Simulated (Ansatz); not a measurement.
Potential energy curve for H3Ga, SMILES [GaH3]. The Ga1–H4 bond (Ga1 also carries H, H; H4 carries nothing else) is stretched with both fragments frozen at the PBE0/def2-TZVP optimised geometry.

Level of theory: full CI/def2-SVP, cores with 3d frozen (Ansatz, a quantum-chemistry and plane-wave program).

Relative to R = 1.57 Å, what are the energies at R = 1.41, 1.76, 2.82, 3.19 Å?

6.3 kcal/mol at 1.41 Å, 4.0 kcal/mol at 1.76 Å, 60.3 kcal/mol at 2.82 Å, 71.0 kcal/mol at 3.19 Å.
